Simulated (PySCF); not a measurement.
Species: OsO₄ (singlet state).
Bonds: Os1–O2, Os1–O3, Os1–O4, Os1–O5.

Method: PySCF, PBE0-D3(BJ)/def2-SVP geometry optimisation, gas phase, def2 core potentials past Kr; density fitting, grid level 1; the optimiser is geomeTRIC in internal coordinates, started from a GFN2-xTB structure with every atom displaced at random (about 0.03 Å).

Step 0: E = -10638.2064 eV
```
atom  x, y, z in Å  |  force x, y, z in eV/Å
Os1     0.0611   -0.0767    0.0125  -12.468   3.912   0.326
O2     -0.0077   -0.0307    1.6127    0.388  -0.304   7.792
O3      1.4627    0.0028   -0.5745   15.713  -0.054  -5.655
O4     -0.6701    1.3327   -0.5318   -1.051   1.298  -0.490
O5     -0.7712   -1.3385   -0.5809   -2.582  -4.852  -1.973
```

Step 1: E = -10640.0663 eV
```
atom  x, y, z in Å  |  force x, y, z in eV/Å
Os1     0.0184   -0.0329   -0.0055   -0.568   0.459  -0.155
O2      0.0036   -0.0448    1.6947    0.129  -0.080  -0.448
O3      1.6038   -0.0292   -0.5963    0.025  -0.145   0.175
O4     -0.7412    1.3905   -0.5533    0.172  -0.612   0.226
O5     -0.8097   -1.3940   -0.6016    0.242   0.378   0.202
```

**Question.** Estimate the geometry and energy of step 2. (The exact step hangs on the optimiser's Hessian estimate; all steps are aligned on step 1, rigid shifts and turns removed.)

**Answer.** E = -10640.0793 eV, largest force 0.475 eV/Å
```
atom  x, y, z in Å  |  force x, y, z in eV/Å
Os1     0.0124   -0.0178   -0.0147    0.284  -0.338   0.174
O2      0.0176   -0.0512    1.6777   -0.014   0.038   0.015
O3      1.6098   -0.0448   -0.5760   -0.047   0.044  -0.020
O4     -0.7591    1.3825   -0.5528   -0.159   0.299  -0.122
O5     -0.8058   -1.3792   -0.5963   -0.064  -0.043  -0.048
```

The energy changes by -0.0131 eV. The first-order estimate −F·Δx gives -0.0371 eV and the mean of the old and new forces, exact on a quadratic surface, -0.0130 eV. The step makes an angle of 50° with the force vector and moves no atom by more than 0.026 Å.

What follows is the cost of the whole optimisation. On an Arm Neoverse V2 with one thread, no GPU, shared host, this took 19 s wall and 0.34 GiB of memory at its peak.
